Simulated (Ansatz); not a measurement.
The same atomization along the group O, S, Se.

Calculated with Ansatz (gas phase, PBE0-D4/def2-TZVP geometries, no zero-point term in ΔE). CCSD(T)/CBS adds triple-zeta CCSD(T) − MP2 to the extrapolated MP2 energy (def2 sets, frozen cores). This one scheme is used for every species, atoms too. Open shells (•) are unrestricted, without spin–orbit coupling. Spin–orbit coupling would lower the free atoms: a little for O, S; clearly for Ge, Se. Bonds to Ge, Se are less sure, by a few kJ/mol each and by 10 to 20 or more in all where they break to atoms, as the def2 sets lack core-valence functions. Scalar relativity is left out up to krypton.

Order these by ΔE at CCSD(T)/CBS, lowest first. (An estimate is asked.)
A. `[S][GeH3]`• → Ge• + 3 H• + S•
B. `[O][GeH3]`• → Ge• + 3 H• + O•
C. `[GeH3][Se]`• → Ge• + 3 H• + Se•

C (+12.04 eV), A (+12.29 eV), B (+12.89 eV).

Largest T1 diagnostic: 0.015, for `[O][GeH3]`•.

For atomizations the MP2-based limit and the directly extrapolated one differ by several kJ/mol either way, and by 10 to 25 for some Ge, Se and Sn compounds, so smaller differences from it don't rank the levels.
